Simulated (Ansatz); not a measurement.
`F[Si@H]1C[C@@H]1Cl` → 2 C• + Cl• + F• + 4 H• + Si•  (atomization)

Isolated molecules relaxed with PBE0-D4/def2-TZVP in Ansatz; ΔE leaves out vibrations. CCSD(T)/CBS is the MP2 limit (def2-TZVPP, def2-QZVPP) plus CCSD(T) − MP2 in def2-TZVPP, frozen cores. This one scheme is used for every species, atoms too. Open shells (•) are unrestricted, without spin–orbit coupling. Spin–orbit coupling would lower the free atoms: a little for C, Cl, F, Si.

| species | CCSD(T)/CBS(def2) energy (Eh) |
| --- | --- |
| `F[Si@H]1C[C@@H]1Cl` | -927.17864 |
| C• | -37.79194 |
| Cl• | -459.70966 |
| F• | -99.66871 |
| H• | -0.50000 |
| Si• | -288.94402 |

**Question.** Work out ΔE.

**Answer.** ΔE = 4 × (-0.50000) + 2 × (-37.79194) + (-459.70966) + (-99.66871) + (-288.94402) − (-927.17864) = 1.27237 Eh = +34.62 eV.

Largest T1 diagnostic among the species: 0.012.

From PBE to PBE0 (25 % exact exchange), in def2-TZVPP and without D4, ΔE moves by −0.60 eV: exact exchange takes away binding that semilocal exchange gives to molecules. In def2-TZVPP, CCSD(T) changes the Hartree–Fock value by +8.47 eV (the triples alone add +0.59 eV) and MP2 by +9.38 eV; breaking electron pairs costs correlation energy, which Hartree–Fock lacks. The D4 term adds +0.34 eV with B3LYP and +0.18 eV with PBE0; it sums over pairs of atoms, weighted by their polarisabilities, and B3LYP, whose exchange is more repulsive, gets the larger term.

B3LYP here is the variant with VWN-RPA as its local correlation; programs differ in this.

For atomizations the MP2-based limit and the directly extrapolated one differ by several kJ/mol either way, and by 10 to 25 for some Ge, Se and Sn compounds, so smaller differences from it don't rank the levels.
